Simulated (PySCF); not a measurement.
# Diatomic cations of Be with the chalcogens

PBE0 with double-zeta basis sets in PySCF, for the lowest determinant that a PBE0 search found; no spin–orbit coupling. De refers to high-spin ground-configuration atoms (the charge goes to the atom of lower measured ionisation energy or higher electron affinity, which is not always the lowest computed limit). A positive dipole points towards Be; it is taken about the centre of mass and depends on that origin.

```json
{"M": "O", "basis": "cc-pVDZ", "charged atom": "Be+", "state (unpaired electrons)": "doublet (π ↑)", "Re (Å)": "1.449", "ωe (cm⁻¹)": "1229", "De (eV)": "3.62", "μ (D)": "7.54"}
{"M": "S", "basis": "jorge-DZP-DKH", "charged atom": "Be+", "state (unpaired electrons)": "doublet (π ↑)", "Re (Å)": "1.851", "ωe (cm⁻¹)": "865", "De (eV)": "3.29", "μ (D)": "7.42"}
{"M": "Se", "basis": "pcseg-1", "charged atom": "Be+", "state (unpaired electrons)": "doublet (π ↑)", "Re (Å)": "1.980", "ωe (cm⁻¹)": "730", "De (eV)": "3.03", "μ (D)": "8.36"}
```

The shortest bond is that of BeO⁺ (1.449 Å), the longest that of BeSe⁺ (1.980 Å).

The rows differ in basis set, which adds steps of its own.

Down a group the atoms grow and get heavier, so bonds lengthen and wavenumbers fall; this series shows no clear exception.

Spin–orbit coupling is left out. For an ion De counts to the pair picked by the measured ionisation energies or electron affinities, which need not be the lowest pair at this level. States were picked by a PBE0 search and need not be the measured ground states.
